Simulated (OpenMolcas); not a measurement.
BCl3 (boron trichloride): name the method

BCl3 has 4 atoms, charge 0, and is taken as a singlet. As SMILES, `ClB(Cl)Cl`. The coordinates come from a GFN2-xTB relaxation.

```xyz
4

Cl   -0.2565    0.5120    1.6253
B     0.0019    0.0013   -0.0003
Cl    0.9339   -1.4123   -0.3213
Cl   -0.6793    0.8990   -1.3036
```

A calculation with OpenMolcas 26.06 gave:

```yaml
total_energy: -1405.4820 Eh
dipole_moment: 0.00 D
HOMO_energy: -8.67 eV
LUMO_energy: -1.69 eV
HOMO–LUMO_gap: 6.98 eV
```

Q: Which of these levels gave the numbers?
A. B3LYP5/cc-pCVTZ (RICD fitting)
B. B3LYP5/cc-pVTZ
C. B3LYP5/cc-pVDZ
D. B3LYP5/cc-pCVDZ

A: A. The others give -1405.4221 Eh (B3LYP5/cc-pCVDZ), -1405.4130 Eh (B3LYP5/cc-pVDZ), -1405.4691 Eh (B3LYP5/cc-pVTZ).
